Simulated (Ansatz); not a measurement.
Molecule: WF2 (charge 0, triplet). The spin state was set by rule; other spins were not relaxed. SMILES: [F][W][F]
Geometry: optimised at B3LYP-D3(BJ)/def2-TZVP (Ansatz, a program for electronic structure).

Parts of the frozen-core correlation energy in def2-SVPD (Ansatz, hartree). Frozen orbitals: 6; correlated occupied orbitals by spin: 11 and 9; virtual: 64 and 66. UHF or UKS for open shells. No spin-orbit coupling. Past Kr the def2 sets carry scalar-relativistic core potentials.

| term | value |
|---|---|
| reference (HF) | -265.15892 |
| MP2 opposite-spin | … |
| MP2 same-spin | … |
| CCSD correlation | -0.52492 |
| (T) | … |
| T1 diagnostic | 0.025 |
| largest doubles amplitude | 0.061 |
| <S^2> of the reference | 2.031 |

### Question
Some entries are withheld; supply them.

### Answer

- MP2 opposite-spin, value: -0.36679
- MP2 same-spin, value: -0.15196
- (T), value: -0.01740
